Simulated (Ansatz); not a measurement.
Program: Ansatz 0.2.0.

A structure relaxed at PBE0-D4/def2-TZVP, charge 0, multiplicity 1:

```xyz
15

C     2.472    1.037    0.683
C     1.409    1.143   -0.110
Si   -0.196    0.292    0.248
N     0.062   -1.036    1.291
O    -0.791   -0.061   -1.247
C    -2.044   -0.668   -1.438
H     3.410    1.542    0.468
H     2.444    0.436    1.587
H     1.487    1.758   -1.005
H    -1.198    1.133    0.961
H    -0.617   -1.309    1.979
H     0.720   -1.770    1.088
H    -2.062   -1.688   -1.037
H    -2.248   -0.714   -2.510
H    -2.848   -0.095   -0.959
```

Problem. Give its formula and SMILES.

Solution. C3H9NOSi, `C=C[SiH](N)OC`.

Problem. Point group (tolerance 0.08 Å, 0.16 Å for H)?

Solution. C1.

Problem. Summarise the bond lengths by kind.

Solution. 1 × C–C 1.330 Å; 6 × C–H 1.087 to 1.097 Å; 1 × C–Si 1.851 Å; 1 × N–Si 1.708 Å; 1 × O–Si 1.647 Å; 1 × H–Si 1.491 Å; 2 × H–N 1.005 to 1.006 Å; 1 × C–O 1.405 Å.
